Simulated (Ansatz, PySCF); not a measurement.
Gas-phase reaction (SMILES): COB(Cl)OC [chloro(dimethoxy)borane] + O (H2O) -> COB(O)OC [dimethoxyborinic acid] + Cl (HCl); water cleaves one B-Cl bond, a model of a ligand-exchange step.

Geometries: B3LYP-D3(BJ)/def2-TZVP minima from Ansatz (a program for electronic structure), one conformer each, not searched for the lowest. Cores are frozen in the correlated levels unless marked. Spin-orbit coupling is left out. No relativistic terms. CBS(X,Y): correlation extrapolated as X^-3; Hartree-Fock from the larger set. Thermal terms are rigid-rotor harmonic-oscillator values from B3LYP-D3(BJ) frequencies (Ansatz or PySCF) at 298.15 K and 1 atm. 1 Eh = 627.5095 kcal/mol.

| species | E, CCSD(T)/CBS(cc-pV(T+d)Z,cc-pV(Q+d)Z) (Ansatz) (Eh) | E, PBE0-D4/def2-TZVPD (Ansatz + dftd4) (Eh) | H - E (Eh) |
|---|---|---|---|
| COB(Cl)OC | -714.74588 | -715.12918 | 0.09987 |
| O (H2O) | -76.37426 | -76.38102 | 0.02495 |
| COB(O)OC | -330.75679 | -330.85731 | 0.11352 |
| Cl (HCl) | -460.37849 | -460.66608 | 0.01000 |

Problem. Work out ΔE and ΔH at 298.15 K at the first level, then ΔH at the second.

Solution. 
1. ΔE = [(-330.75679) + (-460.37849)] - [(-714.74588) + (-76.37426)] = -0.01514 Eh = -9.5 kcal/mol at CCSD(T)/CBS(cc-pV(T+d)Z,cc-pV(Q+d)Z).
2. The terms H - E add up to -0.00130 Eh, so ΔH = (-0.01514 + (-0.00130))×627.5095 = -10.3 kcal/mol.
3. At PBE0-D4/def2-TZVPD the same steps give ΔE = -8.3 and ΔH = -9.1 kcal/mol, a shift of +1.2 from the first level.
4. These values are not checked against measurement here, since the tables used lack a sound gas-phase enthalpy of formation for at least one species.
